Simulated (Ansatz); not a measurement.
System: NbO, charge 0, multiplicity 4. The spin state was set by rule; other spins were not relaxed. 
Coordinates optimised at B3LYP-D3(BJ)/def2-TZVP (Ansatz, a quantum-chemistry and plane-wave program):
SMILES: [O]=[Nb]
```xyz
2

Nb     0.0000     0.0000    -0.2756
O      0.0000     0.0000     1.4124
```
Charge 0, spin multiplicity 4.

Dipole moments at this geometry, in debye (magnitudes).

```csv
level,program,dipole (D)
revPBE/def2-TZVPD,Ansatz,3.40
B3LYP/def2-TZVPD,Ansatz,3.75
BHLYP/def2-TZVPD,Ansatz,4.16
r2SCANh/def2-TZVPD,Ansatz,3.85
r2SCAN0/def2-TZVPD,Ansatz,4.01
LC-wPBE/def2-TZVPD,Ansatz,3.94
wB97M-V/def2-TZVPD,Ansatz,3.87
wB97X-V/def2-TZVPD,Ansatz,[?]
CCSD(T)/def2-SVPD,Ansatz,[?]
```

Fill in the missing entries.


- wB97X-V/def2-TZVPD, dipole (D): 3.86
- CCSD(T)/def2-SVPD, dipole (D): 3.67
